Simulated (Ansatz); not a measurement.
FH3SeSi2, SMILES `F[SiH]1[SiH2][Se]1`. Charge 0, multiplicity 1. The structure was optimised at the PBE0-D4/def2-TZVP level.

```xyz
7

F     1.171    1.735   -1.104
Si    0.714    0.234   -0.811
Si   -0.538   -0.270    0.988
Se   -1.470   -0.247   -1.132
H     1.692   -0.648   -1.479
H    -0.526   -1.596    1.649
H    -1.044    0.791    1.889
```

Problem. What is the dipole moment at ωB97M-V/def2-TZVPP? (Estimate.)

Solution. Computed: 1.71 D, with components (0.65, -0.98, 1.23) D in this frame, pointing from negative to positive charge.

Problem. And with PBE, r2SCAN, B3LYP? (An estimate is asked.)

Solution. The calculation gave: PBE 1.43 D, r2SCAN 1.54 D, B3LYP 1.65 D.

Problem. Give the Mulliken charges with ωB97M-V, PBE, r2SCAN in def2-TZVPP. (An estimate is asked.)

Solution. Ansatz gave: 
| atom | ωB97M-V | PBE | r2SCAN |
| --- | --- | --- | --- |
| F1 | -0.29 | -0.26 | -0.31 |
| Si2 | 0.43 | 0.43 | 0.50 |
| Si3 | 0.09 | 0.11 | 0.18 |
| Se4 | -0.22 | -0.17 | -0.22 |
| H5 | -0.01 | -0.05 | -0.06 |
| H6 | 0.00 | -0.03 | -0.05 |
| H7 | 0.00 | -0.03 | -0.05 |

B3LYP here is the variant with VWN-RPA as its local correlation; programs differ in this.
